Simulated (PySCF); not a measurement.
[In(NCS)4]-, C₄InN₄S₄ (charge -1).
Bonds: In1–N2, In1–N5, In1–N8, In1–N11, N2–C3, C3–S4, N5–C6, C6–S7, N8–C9, C9–S10, N11–C12, C12–S13.

A GFN2-xTB structure was refined with PySCF, PBE0-D3(BJ)/def2-SVP geometry optimisation, gas phase, def2 core potentials past Kr. Its GFN2-xTB values:

```
 coordinate  GFN2-xTB
     In1–N2   1.995 Å
     In1–N5   1.962 Å
      N2–C3   1.168 Å
      C3–S4   1.587 Å
  In1–N2–C3    178.2°
In1–N11–C12    176.1°
  N2–In1–N5    113.5°
   N2–C3–S4    171.8°
```

Task: How do these coordinates change at the PBE0-D3(BJ)/def2-SVP level?

Result: 
| coordinate | PBE0-D3(BJ)/def2-SVP (Å or °) | change |
| --- | --- | --- |
| In1–N5 | 2.069 | +0.107 |
| In1–N2 | 2.068 | +0.073 |
| N2–C3 | 1.187 | +0.019 |
| C3–S4 | 1.597 | +0.010 |
| N2–C3–S4 | 179.8 | +8.0 |
| N2–In1–N5 | 109.4 | -4.1 |
| In1–N11–C12 | 177.8 | +1.7 |
| In1–N2–C3 | 178.8 | +0.6 |

The energy falls by 41.8 kJ/mol over 12 energy and gradient evaluations, the largest force component goes from 0.0584 to 4.2e-04 Eh/bohr, and the atoms move by 0.109 Å rms after alignment. The bond that changes most is In1–N5 (ends: indium bonded to 4 N; nitrogen bonded to C and In), which lengthens by 0.107 Å. Bonds longer at the end by more than 0.005 Å: 8 of 12; shorter: 3. Rotational constants go from 212.7, 208.2, 206.9 to 204.1, 201.0, 199.9 MHz.

The run used 210 basis functions and 91 SCF cycles in all.

Whether it is a minimum is left open (no frequencies). The geometry's basis has no diffuse functions, a weakness for an anion.
